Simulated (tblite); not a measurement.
A geometry optimisation, step by step.

C7H9O (doublet state).
Atom-mapped SMILES: `[CH2:1]=[CH:2][C@@:3]1([CH3:4])[CH:5][C@@H:6]1[CH:7]=[O:8]` (hydrogens: H9, H10 on C1; H11 on C2; H12, H13, H14 on C4; H15 on C5; H16 on C6; H17 on C7)
Bond orders are those of one Lewis drawing.

Computed with GFN2-xTB (tblite), gas phase: L-BFGS steps from a force-field or distance-geometry start until the largest atomic force falls under 0.01 eV/Å. 6 of its 156 geometries are shown.

Step 0: E = -638.1736 eV, largest atomic force 2.997 eV/Å
```
atom  x, y, z in Å  |  force x, y, z in eV/Å
C1     -1.941    1.354    0.110    0.664  -0.819  -0.760
C2     -1.325    0.612   -0.827   -0.830   0.612   1.068
C3     -0.142   -0.242   -0.464   -0.938  -0.028  -2.024
C4     -0.421   -1.456    0.352   -0.580  -0.984   0.715
C5      0.985   -0.403   -1.419    0.420  -0.906   1.300
C6      1.102    0.569   -0.305    2.076   2.003   0.513
C7      1.954    0.332    0.879    0.152  -2.925   0.637
O8      2.057   -0.803    1.372   -0.055   1.601  -0.674
H9     -2.800    1.972   -0.142    0.378  -0.207   0.351
H10    -1.547    1.295    1.122   -0.443   0.347  -0.206
H11    -1.717    0.654   -1.834    0.354  -0.259  -0.067
H12    -0.615   -1.159    1.408    0.008  -0.383  -0.678
H13    -1.321   -1.978   -0.076    0.789   0.449   0.534
H14     0.445   -2.163    0.347   -0.777   0.597   0.076
H15     1.632   -1.302   -1.323   -0.609   0.709  -0.662
H16     1.116    1.636   -0.610   -0.446  -0.590   0.283
H17     2.531    1.095    1.400   -0.163   0.784  -0.408
```

Step 31: E = -638.7373 eV, largest atomic force 0.091 eV/Å
```
atom  x, y, z in Å  |  force x, y, z in eV/Å
C1     -1.968    1.316    0.060    0.015   0.046   0.020
C2     -1.307    0.588   -0.820   -0.082   0.012  -0.034
C3     -0.138   -0.269   -0.469    0.010   0.087   0.007
C4     -0.507   -1.440    0.419    0.015  -0.035  -0.002
C5      0.992   -0.346   -1.365    0.030  -0.001   0.019
C6      1.172    0.569   -0.221   -0.021  -0.027   0.026
C7      2.088    0.233    0.873   -0.011   0.060  -0.016
O8      2.357   -0.876    1.264    0.015  -0.003  -0.017
H9     -2.811    1.929   -0.214    0.016  -0.064   0.005
H10    -1.674    1.340    1.097   -0.034   0.029  -0.003
H11    -1.596    0.566   -1.861   -0.039   0.058  -0.058
H12    -0.814   -1.091    1.404    0.010   0.028  -0.029
H13    -1.341   -1.976   -0.030    0.006  -0.027  -0.001
H14     0.331   -2.119    0.537    0.055  -0.001   0.032
H15     1.620   -1.169   -1.629   -0.006  -0.090  -0.014
H16     1.053    1.632   -0.403   -0.008  -0.034   0.049
H17     2.538    1.129    1.348    0.030  -0.037   0.016
```

Step 62: E = -638.7528 eV, largest atomic force 0.038 eV/Å
```
atom  x, y, z in Å  |  force x, y, z in eV/Å
C1     -2.017    1.320    0.058   -0.015  -0.012   0.007
C2     -1.313    0.618   -0.810    0.003   0.009  -0.008
C3     -0.146   -0.240   -0.454   -0.005  -0.034  -0.011
C4     -0.495   -1.413    0.442   -0.007  -0.009   0.010
C5      0.971   -0.346   -1.366    0.006  -0.014   0.007
C6      1.190    0.559   -0.220   -0.018   0.002   0.014
C7      2.127    0.188    0.846    0.011  -0.006  -0.004
O8      2.413   -0.936    1.180    0.007  -0.005  -0.003
H9     -2.866    1.905   -0.249   -0.019   0.029  -0.002
H10    -1.780    1.342    1.108    0.023  -0.017   0.025
H11    -1.572    0.630   -1.860    0.001   0.013  -0.025
H12    -0.965   -1.059    1.358    0.002   0.004  -0.007
H13    -1.194   -2.070   -0.073    0.014   0.006  -0.001
H14     0.399   -1.975    0.700   -0.017   0.008   0.003
H15     1.559   -1.198   -1.640    0.016  -0.002   0.009
H16     1.092    1.626   -0.382    0.003   0.011  -0.002
H17     2.588    1.059    1.352   -0.003   0.016  -0.010
```

Step 93: E = -638.7591 eV, largest atomic force 0.043 eV/Å
```
atom  x, y, z in Å  |  force x, y, z in eV/Å
C1     -2.050    1.281    0.089   -0.009  -0.028  -0.015
C2     -1.280    0.672   -0.796    0.016  -0.015  -0.003
C3     -0.156   -0.244   -0.450   -0.007   0.004   0.007
C4     -0.517   -1.405    0.456    0.016   0.040   0.000
C5      0.955   -0.400   -1.365   -0.008  -0.006   0.018
C6      1.206    0.543   -0.259   -0.014  -0.005   0.018
C7      2.155    0.208    0.805    0.024  -0.001  -0.035
O8      2.455   -0.905    1.167   -0.033   0.010   0.004
H9     -2.855    1.929   -0.215    0.025  -0.006   0.010
H10    -1.909    1.160    1.150   -0.018  -0.016   0.016
H11    -1.428    0.841   -1.854   -0.005   0.007  -0.029
H12    -1.105   -1.068    1.307   -0.009   0.040   0.002
H13    -1.107   -2.128   -0.106    0.002   0.003   0.012
H14     0.381   -1.893    0.825    0.020  -0.013  -0.012
H15     1.523   -1.282   -1.584   -0.005   0.018  -0.012
H16     1.107    1.604   -0.456    0.010  -0.017   0.008
H17     2.618    1.099    1.276   -0.005  -0.016   0.008
```

Step 124: E = -638.8261 eV, largest atomic force 0.146 eV/Å
```
atom  x, y, z in Å  |  force x, y, z in eV/Å
C1     -2.325    1.018   -0.080   -0.017  -0.059   0.133
C2     -1.181    0.837   -0.717    0.011  -0.012   0.030
C3     -0.143   -0.164   -0.387    0.013  -0.020  -0.018
C4     -0.481   -1.248    0.611   -0.042   0.009   0.007
C5      0.899   -0.417   -1.369   -0.016   0.016  -0.006
C6      1.287    0.518   -0.303    0.001  -0.002  -0.029
C7      2.257    0.123    0.723    0.002   0.032  -0.035
O8      2.479   -1.002    1.099    0.024   0.029   0.001
H9     -3.025    1.775   -0.392    0.019  -0.031   0.007
H10    -2.609    0.431    0.781   -0.004   0.022  -0.107
H11    -0.926    1.466   -1.560   -0.046   0.012  -0.027
H12    -0.709   -0.814    1.582   -0.010   0.027   0.005
H13    -1.339   -1.824    0.274   -0.031   0.015  -0.058
H14     0.367   -1.918    0.730   -0.007  -0.010   0.019
H15     1.379   -1.335   -1.639    0.000  -0.006   0.049
H16     1.256    1.581   -0.508    0.066   0.004  -0.004
H17     2.807    0.986    1.147    0.036  -0.026   0.032
```

Step 155: E = -638.8395 eV, largest atomic force 0.008 eV/Å
```
atom  x, y, z in Å  |  force x, y, z in eV/Å
C1     -2.373    0.948   -0.115    0.000   0.004  -0.001
C2     -1.170    0.882   -0.664   -0.005  -0.002   0.002
C3     -0.132   -0.124   -0.357   -0.003   0.000   0.000
C4     -0.497   -1.199    0.643   -0.001   0.003  -0.003
C5      0.880   -0.420   -1.358   -0.002   0.004  -0.002
C6      1.320    0.517   -0.315    0.003   0.000   0.004
C7      2.316    0.103    0.678    0.005  -0.002  -0.003
O8      2.515   -1.026    1.058    0.000  -0.007   0.004
H9     -3.075    1.709   -0.409    0.001  -0.003  -0.002
H10    -2.712    0.256    0.635    0.002  -0.003   0.003
H11    -0.887    1.603   -1.420    0.002   0.001  -0.003
H12    -0.801   -0.748    1.586   -0.002   0.002   0.007
H13    -1.317   -1.800    0.255   -0.004  -0.001  -0.003
H14     0.356   -1.846    0.831    0.004   0.000   0.000
H15     1.325   -1.366   -1.594    0.002   0.001   0.000
H16     1.329    1.577   -0.537   -0.003  -0.001  -0.001
H17     2.919    0.945    1.072   -0.001   0.004  -0.001
```

Question: Summarise the path.

Answer: The energy falls by 64.24 kJ/mol from step 0 to step 155; nine tenths of that is first reached at step 108. It rises by more than 0.2 meV at steps 100, 103 and 105. The largest force goes from 2.997 to 0.008 eV/Å. Among the bonds C3–C6 changes most, from 1.494 to 1.588 Å; the atoms move by 0.652 Å rms after alignment.

Question: Follow the three bonds and two angles with the largest change from start to end.

Answer: 
```tsv
step	E above end (kJ/mol)	largest force (eV/Å)	C3–C6 (Å)	C5–H15 (Å)	C4–H13 (Å)	C6–C7–H17 (°)	C6–C5–H15 (°)
0	64.24	2.997	1.494	1.112	1.125	125.2	114.8
7	18.39	0.246	1.581	1.077	1.089	113.1	123.3
13	12.86	0.255	1.581	1.073	1.087	112.5	125.6
20	11.40	0.085	1.573	1.070	1.088	112.7	128.2
27	10.43	0.120	1.573	1.072	1.090	113.5	128.1
34	9.36	0.099	1.569	1.071	1.087	113.0	125.7
40	8.91	0.057	1.574	1.071	1.088	113.5	126.3
47	8.74	0.039	1.575	1.070	1.089	113.4	126.4
54	8.54	0.046	1.572	1.071	1.089	113.2	127.1
61	8.38	0.034	1.574	1.071	1.088	113.5	127.2
67	8.25	0.044	1.575	1.071	1.088	113.4	127.2
74	8.07	0.041	1.578	1.070	1.089	113.3	126.5
81	8.00	0.021	1.579	1.071	1.089	113.5	126.8
88	7.86	0.047	1.581	1.071	1.089	113.5	126.4
94	7.73	0.045	1.584	1.072	1.089	113.2	126.0
101	7.23	0.084	1.587	1.071	1.089	113.1	125.8
108	6.24	0.153	1.593	1.072	1.090	113.2	125.6
115	3.49	0.191	1.596	1.070	1.093	113.5	126.5
121	1.78	0.130	1.589	1.071	1.087	113.3	126.8
128	0.60	0.107	1.586	1.071	1.087	113.2	127.0
135	0.13	0.032	1.588	1.071	1.089	113.2	126.6
142	0.09	0.028	1.587	1.071	1.088	113.4	126.4
148	0.02	0.020	1.589	1.071	1.088	113.1	126.5
155	0.00	0.008	1.588	1.071	1.088	113.3	126.5
```

The cost below is that of the whole relaxation. The run took 0.89 s wall on one thread of an Arm Neoverse V1, no GPU, shared host with 64 logical CPUs at a one-minute load of 9.1.
